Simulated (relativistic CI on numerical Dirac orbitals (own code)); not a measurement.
Method of calculation: Dirac-Coulomb-Breit CI, KLI orbitals optimised for each configuration, a model potential for QED, unscaled Slater integrals (own radial code, finite nucleus).

The strongest absorption lines from the ground level of an ion, among the configurations computed and to levels below about 189 eV (vacuum wavelength in nm, gf): 7.6562 (0.58), 7.6984 (0.48), 9.2839 (1.6), 9.6095 (0.17), 9.7492 (9), 9.8209 (12), 9.8617 (3.3), 12.884 (0.21).

**Question.** Which ion is it?
A. Cs17+
B. Sb13+
C. Pr21+
D. Cs15+

**Answer.** A. Cs17+ has 38 electrons and the ground level 4s²4p⁶4d² ³F2; the strongest line goes to 4s²4p⁶4d4f ³G°3. The pattern of lines fixes the number of electrons, and along that sequence the line energies rise steadily with the charge (about as its square where n changes within one kind of shell, about linearly where n is kept but much faster in heavy ions where fine structure, which grows about as Z⁴, sets the gap, and irregularly where shells cross), which fixes Z. Configurations outside the model, such as inner-shell arrays, can give stronger lines. At this charge energies of transitions that change n are usually good to better than 1 %, and those within a shell (Δn = 0) to a few per cent. Terms inside the open d or f shell come out 10 to 20 % too wide with unscaled integrals.

LS names give the leading component of a level, which can be under half, so a name can repeat, a term be missing and a line seem to break the LS rules.
